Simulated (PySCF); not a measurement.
# Ionising AlSn

PBE0; PySCF, spin-free X2C with a Gaussian nucleus, basis sets Al x2c-SVPall, Sn x2c-SVPall. Neutral (UKS): quartet (σ ↑, π ↑↑), Re = 2.649 Å, ωe = 271 cm⁻¹, De = 2.26 eV, HOMO -5.39 eV, LUMO -2.73 eV.

AlSn⁺ (UKS): triplet (σ ↑, π ↑), Re = 2.996 Å, ωe = 161 cm⁻¹, De = 1.28 eV to Al⁺ + Sn. The energies at the minima are -6418.13586 hartree for AlSn and -6417.87655 for AlSn⁺.

Question: Work out the adiabatic ionisation energy, without and with harmonic zero-point energies (1 hartree = 27.2114 eV, 1 eV = 8065.5 cm⁻¹), and the change of the bond length.

Answer: At PBE0: 0.25931 hartree = 7.056 eV between the minima; the zero-point term (161.0 − 271.0)/2 cm⁻¹ = -0.007 eV makes it 7.049 eV. Re changes by +34.7 pm against the neutral. The electron leaves a π orbital, and the ion is left as a loose complex of an ion and an atom.

Spin–orbit coupling is left out, which matters for elements this heavy, above all for dissociation energies. For an ion De counts to the pair picked by the measured ionisation energies or electron affinities, which need not be the lowest pair at this level. States were picked by a PBE0 search and need not be the measured ground states.
